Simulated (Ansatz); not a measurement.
`C#CC(=C)[SiH3]` and `C#CC(=C)SC` differ in one atom or group.

Ansatz, PBE0-D4/def2-TZVP geometries, multiplicity 1. Each molecule was computed in one conformer, which needn't be the lowest.

```csv
property,`C#CC(=C)[SiH3]`
size of the dipole moment (B3LYP/def2-TZVPP) / D,0.50
LUMO energy (PBE0/def2-TZVPP) / eV,-1.27
HOMO energy (PBE0/def2-TZVPP) / eV,-7.31
HOMO–LUMO gap (PBE/def2-TZVPP) / eV,4.08
HOMO–LUMO gap (PBE0/def2-TZVPP) / eV,6.04
size of the dipole moment (ωB97M-V/def2-TZVPP) / D,0.54
```

(1) What does the change do to each property? (Best estimate.)

## Answers

(1) The calculation gave: 
| property | `C#CC(=C)SC` | shift |
| --- | --- | --- |
| size of the dipole moment (B3LYP/def2-TZVPP) / D | 1.26 | 0.76 |
| LUMO energy (PBE0/def2-TZVPP) / eV | -1.09 | 0.18 |
| HOMO energy (PBE0/def2-TZVPP) / eV | -6.38 | 0.93 |
| HOMO–LUMO gap (PBE/def2-TZVPP) / eV | 3.32 | -0.76 |
| HOMO–LUMO gap (PBE0/def2-TZVPP) / eV | 5.30 | -0.74 |
| size of the dipole moment (ωB97M-V/def2-TZVPP) / D | 1.25 | 0.71 |

With PBE0 the HOMO rises by 0.93 eV and the LUMO rises by 0.18 eV, so the gap narrows by about 0.75 eV. PBE moves the HOMO by 0.99 eV and ωB97M-V by 0.93 eV. Dipoles are sizes alone; their direction can turn.

B3LYP here is the variant with VWN-RPA as its local correlation; programs differ in this.
